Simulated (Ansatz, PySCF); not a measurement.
This triplet is an excited state, 1.90 eV above the relaxed singlet at the level frozen-core CCSD(T)/cc-pVTZ // PBE0-D3(BJ)/def2-SVP (Ansatz, an electronic-structure program).

Z-matrix (Å, degrees):
```
Si
N 1 1.7388
H 2 1.0153 1 120.65
H 2 1.0153 3 110.71 1 149.10
C 1 1.9042 2 117.22 3 -107.13
H 5 1.1000 1 109.20 2 179.81
H 5 1.1013 6 108.66 1 -120.69
H 5 1.1013 6 108.66 7 -118.67
```
Charge 0, spin multiplicity 3.

Question: What is the computed dipole moment, total energy and highest occupied spin orbital (PySCF with ωB97X-D3(BJ)/def2-TZVP // PBE0-D3(BJ)/def2-SVP)?

Answer: 
* **dipole moment**: 1.02 D
* **total energy**: -385.3965 Ha
* **highest occupied spin orbital**: -6.65 eV
